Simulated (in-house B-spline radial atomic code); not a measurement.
**Binding energies in Cd VI (Cd5+)**

NIST's tabulated ground configuration is [Kr] 4d7; each binding energy is the energy of the ion with one electron taken from that subshell, relaxed, less that of the parent. All numbers are computed (Dirac-Hartree-Fock, average of configuration; Fermi nucleus of rms radius 4.6087 fm) with a radial B-spline atomic code at the basis-set limit, not measured. Energies include first-order Breit, QED and recoil terms.

```csv
subshell,X-ray name,binding energy (eV),-ε (eV),relaxation (eV)
1s,K,26799.4,26943.8,60.3
2s,L1,4114.2,4153.2,30.5
2p1/2,L2,3817.7,3859.8,33.8
2p3/2,L3,3627.9,3666.4,32.7
3s,M1,861.5,873.9,11.1
3p1/2,M2,742.5,755.2,11.5
3p3/2,M3,707.7,719.5,11.1
4s,N1,198.8,201.3,2.3
4p1/2,N2,157.7,159.9,2.1
4p3/2,N3,151.5,153.5,1.9
4d,"N4,5",88.2,89.55,1.35
```

Relaxation = -ε minus the binding energy without Breit, QED and recoil terms.

Emission lines follow as differences of binding energies, with λ = 12398.42 eV·Å / E:

| line | holes | energy (eV) | wavelength (Å) |
| --- | --- | --- | --- |
| K-L3 | 1s → 2p3/2 | 23171.5 | 0.53507 |
| K-L2 | 1s → 2p1/2 | 22981.7 | 0.53949 |
| K-M3 | 1s → 3p3/2 | 26091.7 | 0.47519 |
| L1-M3 | 2s → 3p3/2 | 3406.5 | 3.6396 |
| L3-M1 | 2p3/2 → 3s | 2766.4 | 4.4818 |

Q: What screening constant σ does Moseley's law, E = (3/4)·13.6057 eV·(Z - σ)², need for K-L3?

A: σ = 0.35.

Moseley's non-relativistic formula needs a falling, then negative, screening constant for heavy elements, because relativity binds the 1s electron more strongly than the formula allows.

Q: What does it cost to remove two 4p3/2 electrons?

A: 324.61 eV, which is 21.61 eV more than the two single binding energies together.

Q: What does it cost to remove both a 1s and a 3p3/2 electron?

A: 27572 eV, which is 64.49 eV more than the two single binding energies together.

Q: What does it cost to remove both a 4p3/2 and a 4d electron?

A: 259.33 eV, which is 19.63 eV more than the two single binding energies together.
